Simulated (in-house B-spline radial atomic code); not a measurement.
Bi6+: [He] 2s2 (2p1/2)2 (2p3/2)3 3s2 3p6 3d10 4s2 4p6 4d10 4f14 5s2 5p6 5d10 (with a hole in an inner shell)

Computed with a B-spline radial code for spherical atoms: Dirac-Hartree-Fock, average of the jj configuration, Fermi nucleus of rms radius 5.5211 fm.

Screening seen three ways: the hydrogenic charge with the same mean radius, Z_r = [3n² - l(l+1)]/(2<r>), the one with the same energy, Z_e = n√(-2ε), and Slater's rules. Values are occupation-weighted means over j. An effective charge above Z reflects the relativistic contraction of the inner shells.

| shell | electrons | ε (eV) | <r> (bohr) | Z_r | Z_e | Slater |
| --- | --- | --- | --- | --- | --- | --- |
| 1s | 2 | -91585 | 0.01579 | 95.01 | 82.04 | 82.70 |
| 2s | 2 | -16816 | 0.06553 | 91.56 | 70.31 | 79.20 |
| 2p | 5 | -14788 | 0.05923 | 84.42 | 65.94 | 79.20 |
| 3s | 2 | -4224.9 | 0.1695 | 79.66 | 52.87 | 72.60 |
| 3p | 6 | -3569.9 | 0.1706 | 73.26 | 48.59 | 72.60 |
| 3d | 10 | -2842.2 | 0.1555 | 67.51 | 43.36 | 62.85 |
| 4s | 2 | -1075.7 | 0.3728 | 64.38 | 35.57 | 56.25 |
| 4p | 6 | -853.17 | 0.3947 | 58.27 | 31.68 | 56.25 |
| 4d | 10 | -575.67 | 0.4134 | 50.79 | 26.02 | 44.85 |
| 4f | 14 | -272.68 | 0.4265 | 42.20 | 17.91 | 33.45 |
| 5s | 2 | -262.54 | 0.8251 | 45.45 | 21.96 | 26.35 |
| 5p | 6 | -195.65 | 0.9221 | 39.58 | 18.96 | 26.35 |
| 5d | 10 | -110.66 | 1.129 | 30.55 | 14.26 | 12.85 |

The least bound orbital is 5d5/2 at -109.1 eV, and it is also the most diffuse (<r> = 1.143 bohr). The part-filled 2p shell lies below the filled 5d shell in orbital energy.

For the 1s electron the small component carries 10.1 % of the norm, the zero-frequency Breit interaction raises the level by 351.3 eV, self-energy by 233.6 eV, and vacuum polarisation lowers it by 50.61 eV.
